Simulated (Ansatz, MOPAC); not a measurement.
Diatomic SiO-, multiplicity 2 (lowest of 2S+1 = 2, 4 at CCSD(T)/def2-TZVPP on PBE0 minima; our sources give no spin for the ground state, which may be another).

Constants: fifth-degree fit in 1/R to seven points, most abundant isotopes. In def2 and cc sets the state is the lowest found near the PBE0 minimum, followed along R.

Frozen-core correlation. CBS: X⁻³ extrapolation of the correlation energy, Hartree–Fock from the larger set. The state that PM6, PM7 reach isn't checked; PM7 holds dispersion and hydrogen-bond terms.

The values were computed with Ansatz (Gaussian orbitals); MOPAC for PM6, PM7 (differences of heats of formation). Each number belongs to the level named beside it.

```tsv
level	r_e (Å)	ω_e (cm⁻¹)	ω_e x_e (cm⁻¹)
PM6	1.542	___	11
PM7	1.501	1026	6.5
B97M-V/def2-TZVPP	1.563	1081	5.6
B3LYP/def2-TZVPP	1.569	1069	5.4
wB97M-V/def2-TZVPP	1.563	1099	5.0
CCSD(T)/def2-TZVPP	1.576	1057	5.6
CCSD(T)/CBS(aug-cc-pV(T+d)Z, aug-cc-pV(Q+d)Z)	1.558	1079	5.9
CCSD(T)/CBS(def2-TZVPP, def2-QZVPP)	___	___	5.7
```

Task: Fill in the missing entries.

Result: 
- CCSD(T)/CBS(def2-TZVPP, def2-QZVPP), r_e (Å): 1.566
- CCSD(T)/CBS(def2-TZVPP, def2-QZVPP), ω_e (cm⁻¹): 1072
- PM6, ω_e (cm⁻¹): 762

Ansatz is a program for electronic structure.
